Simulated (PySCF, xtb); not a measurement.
Se(iPr)(OH) (C3H8OSe), SMILES CC(C)[Se]O.

GFN2-xTB in xtb at its own geometry gives an orbital gap of 3.68 eV and a dipole moment of 2.53 D.

Geometry: PBE0-D3(BJ)/def2-SVP. Other conformers were not sampled.

**Question.** What does PBE/def2-TZVP (PySCF) give? (Estimate from the structure and the level; the computed values follow.)

**Answer.** gap 3.25 eV (levels -5.08 and -1.83 eV), dipole 1.94 D.
